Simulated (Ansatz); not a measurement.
Two isomers of C2H6BrFSi: A = `CC(F)([SiH3])Br`, B = `C[Si](C)(F)Br`.

Calculated with Ansatz (gas phase, PBE0-D4/def2-TZVP geometries, no zero-point term in ΔE). CCSD(T)/CBS adds triple-zeta CCSD(T) − MP2 to the extrapolated MP2 energy (def2 sets, frozen cores). DFT in def2-TZVPP. B3LYP here is the variant with VWN-RPA as its local correlation; programs differ in this. For Br outer-core shells are correlated without core-valence functions, which leaves a few kJ/mol of doubt a bond. Scalar relativity is left out up to krypton.

**Question.** Which is lower in electronic energy at CCSD(T)/CBS, and by how much? (Estimate.)

**Answer.** Computed: B, by 445.2 kJ/mol.

**Question.** Give E(B) − E(A) in kJ/mol with B3LYP, CCSD(T)/def2-TZVPP, ωB97M-V, CCSD/def2-TZVPP, B2PLYP, r2SCAN-D4, MP2/def2-TZVPP. (Best estimate.)

**Answer.** Ansatz gave: B3LYP -434.0, CCSD(T)/def2-TZVPP -436.6, ωB97M-V -442.3, CCSD/def2-TZVPP -442.2, B2PLYP -441.5, r2SCAN-D4 -442.0, MP2/def2-TZVPP -453.1. None reverses the order clearly.

Largest T1 diagnostic: 0.010.

From PBE to PBE0 (25 % exact exchange), in def2-TZVPP and without D4, E(B) − E(A) moves by −17.2 kJ/mol.
